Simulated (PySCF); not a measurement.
# TDDFT excited states: C5H10InNS

C5H10InNS.
SMILES: `C[CH2][In]([CH2]C)[N]=C=S`

Method: PySCF 2.14.0, density-fitted response routines, TDDFT CAM-B3LYP/def2-SVPD, vertical, gas phase, core orbitals frozen in the response, def2 core potentials past Kr. One conformer (not necessarily the lowest) at the PBE0-D3(BJ)/def2-SVP geometry, without solvent, vibrations or thermal averaging. Spin–orbit coupling is left out.

Question: Predict the UV-vis stick spectrum at this level.

Answer: 

```csv
state,E (eV),E (kJ/mol),λ (nm),f,"main configurations (H = HOMO, L = LUMO)"
S1,4.11,396,301.9,0.0002,H→L (86%)
S2,4.56,440,271.8,0.107,H-1→L (84%)
S3,4.81,464,258.0,0.0000,H-2→L (90%)
S4,5.23,504,237.2,0.0001,"H-1→L+3 (27%), H-1→L+5 (21%), H-1→L+2 (19%)"
S5,5.42,523,228.7,0.047,"H→L+1 (80%), H→L+2 (11%)"
S6,5.61,542,220.9,0.0001,"H-1→L+1 (67%), H-1→L+3 (11%), H-1→L+5 (9%)"
S7,5.81,560,213.6,0.217,"H→L+3 (24%), H→L+5 (17%), H-1→L+6 (15%)"
S8,6.06,585,204.6,0.0081,"H→L+6 (52%), H→L+12 (19%), H→L (9%)"
S9,6.07,586,204.1,0.247,"H-2→L+1 (73%), H→L+2 (10%)"
S10,6.43,621,192.8,0.0028,"H→L+2 (39%), H-2→L+1 (16%), H→L+3 (13%)"
```

Triplets, Tamm–Dancoff:

| state | E (eV) | λ (nm) | main configurations (H = HOMO, L = LUMO) |
| --- | --- | --- | --- |
| T1 | 4.00 | 310.2 | H→L (80%) |
| T2 | 4.03 | 307.7 | H-1→L (76%), H-1→L+6 (14%) |
| T3 | 4.57 | 271.4 | H-2→L (82%) |
| T4 | 4.62 | 268.4 | H→L+3 (24%), H→L+1 (15%), H→L+5 (14%) |

The lowest singlet comes at 302 nm (396 kJ/mol) in the ultraviolet; it is dark (f under 0.0005); its leading configuration is HOMO→LUMO (86%). The strongest level in the table is S9 at 6.07 eV (204 nm, f = 0.247). Löwdin shares by element: HOMO sulfur 55%, nitrogen 19%, carbon 18% or more; LUMO indium 60%, carbon 16% or more, nitrogen 6% (atoms not listed hold the other 18%). The listed states span 2.32 eV, and the widest gap between neighbours is 0.46 eV (S1 to S2). Of the 10 states listed, 4 reach f = 0.01 and 4 stay under 0.0005. The window holds the lowest 10 singlets.

The run took 4.3 min (grids of density and orbitals included) on an Intel Xeon at 2.50 GHz with one thread, shared host, and the process peaked at 1.5 GiB of memory.
